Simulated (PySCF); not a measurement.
Atom-mapped SMILES (the numbers label the heavy atoms): `[CH3:1][C:2](=[O:3])[c:4]1[p:5][c:6]([SiH3:7])[n:8][n:9]1[CH3:10]`. Each H is labelled by its parent atom.

Level of theory: structure optimised with GFN2-xTB, shielding tensors at PBE0/pcSseg-1 (GIAO), in PySCF (no solvent model, non-relativistic, one averaged value for each set of equivalent atoms, a single conformation).

δ = σ(ref) − σ, references computed at the same level: $^{13}$C and $^{1}$H and $^{29}$Si against TMS; $^{17}$O vs H2O; $^{31}$P against H3PO4; NH3 for $^{15}$N.

```json
{"atoms": "N8", "nucleus": "$^{15}$N", "count": "1", "Hirshfeld charge": "-0.10", "δ (ppm)": "409.3"}
{"atoms": "O3", "nucleus": "$^{17}$O", "count": "1", "Hirshfeld charge": "-0.22", "δ (ppm)": "?"}
{"atoms": "C4", "nucleus": "$^{13}$C", "count": "1", "Hirshfeld charge": "-0.04", "δ (ppm)": "?"}
{"atoms": "P5", "nucleus": "$^{31}$P", "count": "1", "Hirshfeld charge": "0.06", "δ (ppm)": "?"}
{"atoms": "H(Si7)", "nucleus": "$^{1}$H", "count": "3", "Hirshfeld charge": "-0.07", "δ (ppm)": "4.73"}
{"atoms": "N9", "nucleus": "$^{15}$N", "count": "1", "Hirshfeld charge": "0.07", "δ (ppm)": "260.3"}
{"atoms": "C2", "nucleus": "$^{13}$C", "count": "1", "Hirshfeld charge": "0.15", "δ (ppm)": "196.1"}
{"atoms": "H(C1)", "nucleus": "$^{1}$H", "count": "3", "Hirshfeld charge": "0.05", "δ (ppm)": "2.87"}
{"atoms": "C10", "nucleus": "$^{13}$C", "count": "1", "Hirshfeld charge": "-0.06", "δ (ppm)": "45.8"}
{"atoms": "H(C10)", "nucleus": "$^{1}$H", "count": "3", "Hirshfeld charge": "0.05", "δ (ppm)": "4.51"}
{"atoms": "Si7", "nucleus": "$^{29}$Si", "count": "1", "Hirshfeld charge": "0.31", "δ (ppm)": "-75.3"}
{"atoms": "C1", "nucleus": "$^{13}$C", "count": "1", "Hirshfeld charge": "-0.13", "δ (ppm)": "33.3"}
{"atoms": "C6", "nucleus": "$^{13}$C", "count": "1", "Hirshfeld charge": "-0.12", "δ (ppm)": "?"}
```

Question: Fill in the missing shifts.

Answer: 
- C6: 174.9 ppm, substituted aromatic carbon next to a ring nitrogen
- C4: 173.9 ppm, substituted aromatic carbon next to a ring nitrogen
- O3: 647.0 ppm, ketone oxygen
- P5: 208.2 ppm, phosphorus bonded to 2 C, in a 5-membered ring

Shifts are as computed. Against solution values, carbons near 30 ppm lie about +3 ppm off and those near 130 ppm about +5 ppm. Of 1211 compounds with measured shifts, 218 miss one by over three times the rms of a fit or turn the order of signals round; such compounds aren't used in these exercises. Unscaled 17O shifts of doubly bonded oxygen tend to come out too high, by tens of ppm or more. Experimental scales use liquid or dissolved standards, which lie at an offset from isolated NH3 (liquid NH3: subtract about 20 ppm) and H2O (liquid H2O: subtract about 36 ppm) and H3PO4. Unscaled 15N shifts of sp2 nitrogen come out 20 to 40 ppm too high even then.
